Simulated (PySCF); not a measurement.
B97-3 on Al- (aluminium, charge -1), [Ne] 3s2 3p2, high-spin 3P determinant. Computed with PySCF 2.14 in aug-cc-pV(Q+d)Z (7s6p5d3f2g, 89 functions), with the non-relativistic Hamiltonian (point nucleus).

```
cycle= 1 E= -242.355632088279  delta_E= -0.00531  |g|= 0.0137  |ddm|= 8.61
cycle= 2 E= -242.355834381312  delta_E= -0.000202  |g|= 0.00588  |ddm|= 0.21
cycle= 3 E= -242.355892226542  delta_E= -5.78e-05  |g|= 0.00263  |ddm|= 0.054
cycle= 4 E= -242.355907210077  delta_E= -1.5e-05  |g|= 0.000913  |ddm|= 0.0183
cycle= 5 E= -242.355911149502  delta_E= -3.94e-06  |g|= 0.000238  |ddm|= 0.0152
cycle= 6 E= -242.355911560443  delta_E= -4.11e-07  |g|= 6.53e-05  |ddm|= 0.00582
cycle= 7 E= -242.355911593154  delta_E= -3.27e-08  |g|= 2.77e-05  |ddm|= 0.00159
cycle= 8 E= -242.355911597853  delta_E= -4.7e-09  |g|= 7.23e-06  |ddm|= 0.000626
cycle= 9 E= -242.355911597993  delta_E= -1.4e-10  |g|= 1.47e-06  |ddm|= 0.000138
converged SCF energy = -242.355911597993  <S^2> = 2.0040291  2S+1 = 3.0026848
```

Highest occupied orbital energy: 0.864 eV; ⟨L²⟩ = 2.01; populations by l: s 6.00, p 8.00, d 0.00, f 0.00.

(1) Can this result be used?

Results:

(1) With care. The calculation finished and met its thresholds. At B97-3 the highest occupied level has a positive energy, so only the finite basis holds that electron; in a semilocal or global hybrid functional this comes from self-interaction and does not mean that the real anion is unbound.
